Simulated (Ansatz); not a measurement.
One change: `C[C](C)(C)[Ga]([F])[Cl]` becomes `CC(C)C`.

Ansatz, PBE0-D4/def2-TZVP geometries, multiplicity 1. 

Scalar relativity is left out up to krypton.

```
                               property  `C[C](C)(C)[Ga]([F])[Cl]`
     HOMO energy (PBE0/def2-TZVPP) / eV                      -7.98
      LUMO energy (PBE/def2-TZVPP) / eV                      -1.73
    LUMO energy (B3LYP/def2-TZVPP) / eV                      -1.21
      HOMO energy (PBE/def2-TZVPP) / eV                      -6.81
HOMO–LUMO gap (ωB97M-V/def2-TZVPP) / eV                      10.87
    HOMO–LUMO gap (PBE/def2-TZVPP) / eV                       5.08
```

Question: Give the same properties after the change, and the shifts. (An estimate is asked.)

Answer: Computed: 
```csv
property,`CC(C)C`,shift
HOMO energy (PBE0/def2-TZVPP) / eV,-8.97,-0.99
LUMO energy (PBE/def2-TZVPP) / eV,0.38,2.11
LUMO energy (B3LYP/def2-TZVPP) / eV,0.83,2.04
HOMO energy (PBE/def2-TZVPP) / eV,-7.59,-0.78
HOMO–LUMO gap (ωB97M-V/def2-TZVPP) / eV,13.89,3.02
HOMO–LUMO gap (PBE/def2-TZVPP) / eV,7.97,2.89
```

With PBE0 the HOMO falls by 0.99 eV and the LUMO rises by 2.10 eV, so the gap widens by about 3.09 eV. PBE moves the HOMO by -0.78 eV and ωB97M-V by -1.19 eV.

B3LYP here is the variant with VWN-RPA as its local correlation; programs differ in this.
